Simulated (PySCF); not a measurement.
C7H7FO.
Cartesian coordinates in Å at the GFN2-xTB level; atoms count from 1:
```xyz
16
C7H7FO angstrom
O      2.7192   -0.8682   -0.3532
C      2.0252    0.1730    0.2853
C      0.5252    0.0795    0.1450
C     -0.1060   -1.1195   -0.1563
C     -1.4829   -1.1861   -0.2800
C     -2.2553   -0.0512   -0.1034
C     -1.6504    1.1564    0.2014
C     -0.2754    1.2011    0.3213
F      0.3125    2.3849    0.6143
H      2.5292   -0.8356   -1.2976
H      2.2934    0.0974    1.3451
H      2.3651    1.1543   -0.0771
H      0.5004   -2.0037   -0.2862
H     -1.9532   -2.1290   -0.5131
H     -3.3285   -0.1016   -0.2026
H     -2.2260    2.0571    0.3457
```

Method used: wB97X-D/def2-SVPD in PySCF (dipole) on a GFN2-xTB geometry, gas phase.

Take the most abundant isotopes and a rigid rotor. The values belong to one conformer with, in the numbering `[OH:1][CH2:2][c:3]1[cH:4][cH:5][cH:6][cH:7][c:8]1[F:9]`, H–O1–C2–C3 61°, O1–C2–C3–C4 21°.

**Question.** Give the principal moments of inertia and the rotational constants in MHz.

**Answer.** Ia = 204.33, Ib = 339.55, Ic = 535.12 u·Å²; 505379 MHz·u·Å²/I gives A = 2473, B = 1488, C = 944.4 MHz.

**Question.** Classify the top.

**Answer.** An asymmetric top. Ray's parameter κ = (2B − A − C)/(A − C) = -0.288; −1 is the prolate and +1 the oblate limit.

**Question.** Is it planar, by Δ = Ic − Ia − Ib?

**Answer.** Not planar: Δ = Ic − Ia − Ib = -8.76 u·Å². For a rigid frame Δ = −2 Σ m c², so Σ m c² = 4.38 u·Å² lies off the ab plane: 3.00 from hydrogen and 1.38 from heavier atoms. The atom farthest from that plane is 1.23 Å away.

**Question.** Where do the levels up to J = 4 lie, in MHz?

**Answer.** Above 0(0,0):
J = 1: 1(0,1) 2433, 1(1,1) 3418, 1(1,0) 3962
J = 2: 2(0,2) 7128, 2(1,2) 7739, 2(1,1) 9371, 2(2,1) 12326, 2(2,0) 12497
J = 3: 3(0,3) 13831, 3(1,3) 14128, 3(1,2) 17356, 3(2,2) 19624, 3(2,1) 20390, 3(3,1) 26003, 3(3,0) 26039
J = 4: 4(0,4) 22390, 4(1,4) 22510, 4(1,3) 27716, 4(2,3) 29219, 4(2,2) 31151, 4(3,2) 35995, 4(3,1) 36228, 4(4,1) 44575, 4(4,0) 44581
Those of J = 1 are B + C, A + C and A + B.

**Question.** Which lines would a microwave search look for?

**Answer.** The dipole components are |μa| = 1.33 D, |μb| = 0.86 D, |μc| = 0.88 D. Intensities carry the squares of the components, which stand as 1.00 : 0.41 : 0.44 (a : b : c). Some lines, for components of 0.1 D or more:

```json
{"type": "a", "branch": "Q", "J(Ka,Kc)": "3(2,1) ← 3(2,2)", "MHz": "766", "lower level (cm⁻¹)": "0.655"}
{"type": "c", "branch": "Q", "J(Ka,Kc)": "4(2,3) ← 4(1,3)", "MHz": "1503", "lower level (cm⁻¹)": "0.925"}
{"type": "b", "branch": "Q", "J(Ka,Kc)": "1(1,0) ← 1(0,1)", "MHz": "1529", "lower level (cm⁻¹)": "0.081"}
{"type": "a", "branch": "Q", "J(Ka,Kc)": "2(1,1) ← 2(1,2)", "MHz": "1632", "lower level (cm⁻¹)": "0.258"}
{"type": "c", "branch": "Q", "J(Ka,Kc)": "2(2,1) ← 2(1,1)", "MHz": "2955", "lower level (cm⁻¹)": "0.313"}
{"type": "b", "branch": "Q", "J(Ka,Kc)": "3(1,2) ← 3(0,3)", "MHz": "3525", "lower level (cm⁻¹)": "0.461"}
{"type": "a", "branch": "R", "J(Ka,Kc)": "2(0,2) ← 1(0,1)", "MHz": "4695", "lower level (cm⁻¹)": "0.081"}
{"type": "a", "branch": "R", "J(Ka,Kc)": "2(1,1) ← 1(1,0)", "MHz": "5410", "lower level (cm⁻¹)": "0.132"}
{"type": "c", "branch": "Q", "J(Ka,Kc)": "3(3,1) ← 3(2,1)", "MHz": "5613", "lower level (cm⁻¹)": "0.680"}
{"type": "b", "branch": "R", "J(Ka,Kc)": "2(2,1) ← 1(1,0)", "MHz": "8364", "lower level (cm⁻¹)": "0.132"}
{"type": "b", "branch": "R", "J(Ka,Kc)": "4(1,4) ← 3(0,3)", "MHz": "8679", "lower level (cm⁻¹)": "0.461"}
{"type": "a", "branch": "R", "J(Ka,Kc)": "4(3,1) ← 3(3,0)", "MHz": "10190", "lower level (cm⁻¹)": "0.869"}
{"type": "b", "branch": "R", "J(Ka,Kc)": "4(2,3) ← 3(1,2)", "MHz": "11864", "lower level (cm⁻¹)": "0.579"}
{"type": "b", "branch": "R", "J(Ka,Kc)": "3(3,1) ← 2(2,0)", "MHz": "13506", "lower level (cm⁻¹)": "0.417"}
{"type": "b", "branch": "R", "J(Ka,Kc)": "4(3,2) ← 3(2,1)", "MHz": "15605", "lower level (cm⁻¹)": "0.680"}
{"type": "b", "branch": "R", "J(Ka,Kc)": "4(2,2) ← 3(1,3)", "MHz": "17023", "lower level (cm⁻¹)": "0.471"}
{"type": "b", "branch": "R", "J(Ka,Kc)": "4(4,1) ← 3(3,0)", "MHz": "18536", "lower level (cm⁻¹)": "0.869"}
{"type": "c", "branch": "R", "J(Ka,Kc)": "4(4,1) ← 3(3,1)", "MHz": "18571", "lower level (cm⁻¹)": "0.867"}
{"type": "b", "branch": "R", "J(Ka,Kc)": "4(4,0) ← 3(3,1)", "MHz": "18578", "lower level (cm⁻¹)": "0.867"}
```

Stationary, but not proved a minimum. Constants of a rigid frame at the computed geometry: no zero-point averaging, no centrifugal distortion.

Time: 79 s wall. Hardware: one thread, x86-64 server, shared host. This is the wB97X-D/def2-SVPD job that gave the dipole, with the excitations it also computed.
